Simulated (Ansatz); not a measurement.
Computed with Ansatz on PBE0-D4/def2-TZVP structures; ΔE is electronic, products minus reactants. CCSD(T)/CBS adds triple-zeta CCSD(T) − MP2 to the extrapolated MP2 energy (def2 sets, frozen cores). This one scheme is used for every species, atoms too. DFT in def2-TZVPP. No spin–orbit coupling; open shells (•) take unrestricted orbitals. One conformer a species, not always the lowest.

`CB(C)S` → `[CH2]B(C)S`• + H•  (homolysis of the C–H bond)

Task: What is ΔE at CCSD(T)/CBS? (An estimate is asked.)

Result: Ansatz gave: +4.48 eV.

Task: What do these levels give: BLYP-D4, r2SCAN-D4, B97M-V, PBE0-D4, r2SCAN0-D4, CAM-B3LYP-D4, B2PLYP, PBE0, CAM-B3LYP, HF/def2-TZVPP, CCSD/def2-TZVPP, MP2/CBS(def2)? (An estimate is asked.)

Result: Ansatz gave: BLYP-D4 4.27, r2SCAN-D4 4.25, B97M-V 4.38, PBE0-D4 4.31, r2SCAN0-D4 4.26, CAM-B3LYP-D4 4.39, B2PLYP 4.37, PBE0 4.30, CAM-B3LYP 4.38, HF/def2-TZVPP 3.33, CCSD/def2-TZVPP 4.37, MP2/CBS(def2) 4.49 eV.

Largest T1 diagnostic among the species: 0.015.

At CCSD(T), def2-SVP lies −0.17 eV from the extrapolated value and def2-TZVPP −0.07 eV: correlation converges slowly with the basis, and small sets miss more of it in the bonded molecule than in its fragments. From BLYP to BHLYP (50 % exact exchange), in def2-TZVPP and without D4, ΔE moves by +0.06 eV.
